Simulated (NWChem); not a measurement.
# C2H3BF2O; SMILES O=CCB(F)F

```xyz
9

O      0.0082     1.6658    -0.9876
C     -0.0035     1.6805     0.2250
C     -0.0078     0.4246     1.0732
B     -0.0007    -0.8450     0.1337
F     -1.1289    -1.4061    -0.2737
F      1.1334    -1.4040    -0.2597
H     -0.0118     2.6439     0.7786
H      0.8674     0.4583     1.7375
H     -0.8902     0.4568     1.7278
```
Atoms are numbered in this order, from 1.

All runs: NWChem. Medium grid unless said otherwise, to which SCAN and Minnesota functionals are sensitive. All runs use the structure optimised with B3LYP/6-31G* (spherical d). Total energies of different functionals are on different scales.

```json
[
 {"level": "PBE/def2-TZVP", "energy (Ha)": "-377.6474", "highest occupied level (eV)": "-6.39", "orbital gap (eV)": "3.99", "dipole (D)": "3.34"},
 {"level": "B3LYP/def2-TZVP", "energy (Ha)": "-378.0650", "highest occupied level (eV)": "-7.80", "orbital gap (eV)": "6.30", "dipole (D)": "3.58"},
 {"level": "BLYP/def2-TZVP", "energy (Ha)": "-377.9908", "highest occupied level (eV)": "-6.33", "orbital gap (eV)": "4.04", "dipole (D)": "3.37"},
 {"level": "Hartree-Fock/def2-TZVP", "energy (Ha)": "-376.1971", "highest occupied level (eV)": "-12.13", "orbital gap (eV)": "15.17", "dipole (D)": "4.14"},
 {"level": "M06-2X/def2-TZVP", "energy (Ha)": "-377.9204", "highest occupied level (eV)": "-9.67", "orbital gap (eV)": "9.58", "dipole (D)": "3.70"}
]
```
